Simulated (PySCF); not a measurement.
# Partial charges of `NC[SiH2]N`

CH8N2Si.
Cartesian coordinates in Å at the PBE0-D3(BJ)/def2-SVP level; atoms count from 1:
```
atom  x, y, z in Å
N1    -1.678    0.863    0.122
C2    -1.054   -0.402    0.503
Si3    0.602   -0.703   -0.361
N4     1.572    0.718   -0.085
H5    -1.973    0.820   -0.852
H6    -0.972    1.599    0.153
H7    -0.896   -0.416    1.598
H8    -1.752   -1.235    0.315
H9     0.413   -0.772   -1.845
H10    1.222   -1.998    0.091
H11    2.268    0.968   -0.779
H12    1.939    0.889    0.846
```

Density: PBE0/pcSseg-1 (PySCF); schemes: Mulliken, IAO, Hirshfeld and ESP-fitted. The structure is a single PBE0-D3(BJ)/def2-SVP conformer in the gas phase; no vibrational or solvent corrections.

Do the Mulliken, IAO, Hirshfeld and ESP-fitted schemes agree on where the charge is highest?

All schemes agree: Mulliken Si3 (+0.688); IAO Si3 (+0.850); Hirshfeld Si3 (+0.353); ESP-fitted Si3 (+0.607).

At which atom do the 4 schemes differ most?

At N4: from -1.019 (ESP-fitted) to -0.315 e (Hirshfeld), 0.704 e apart.

For which atoms does the sign change between the 4 schemes (beyond +0.03 e in one, beyond −0.03 e in another)?

C2. Atomic charges aren't observables, and each scheme defines them in its own way.

Tabulate the Mulliken, IAO, Hirshfeld and ESP-fitted charges.

In e:

```csv
atom,environment,Mulliken,IAO,Hirshfeld,ESP-fitted
N1,primary amine nitrogen,-0.449,-0.563,-0.243,-0.880
C2,sp3 carbon bound to nitrogen,-0.363,-0.436,-0.119,+0.103
Si3,SiH2 silicon,+0.688,+0.850,+0.353,+0.607
N4,silicon-bound nitrogen,-0.654,-0.837,-0.315,-1.019
H5,N–H hydrogen,+0.171,+0.239,+0.105,+0.336
H6,N–H hydrogen,+0.176,+0.244,+0.095,+0.335
H7,methylene hydrogen,+0.137,+0.141,+0.037,+0.057
H8,methylene hydrogen,+0.137,+0.147,+0.042,+0.020
H9,Si–H hydrogen,-0.109,-0.139,-0.089,-0.135
H10,Si–H hydrogen,-0.130,-0.165,-0.100,-0.196
H11,N–H hydrogen,+0.201,+0.263,+0.117,+0.381
H12,N–H hydrogen,+0.194,+0.256,+0.116,+0.390
```

Mean size of the charges over all atoms: ESP-fitted 0.372 e, IAO 0.357 e, Mulliken 0.284 e, Hirshfeld 0.144 e. Each set sums to the total charge, 0, to within 0.001 e. The Hirshfeld scheme weights the molecular density at each point by an atom's share of the summed free-atom densities.

Sum the charges by element, for elements with more than one atom.

```csv
element,atoms,Mulliken,IAO,Hirshfeld,ESP-fitted
N,2,-1.103,-1.400,-0.557,-1.899
H,8,+0.778,+0.986,+0.324,+1.190
```

How many electrons does the IAO scheme count on N1?

Z − q = 7 − (-0.563) = 7.563.
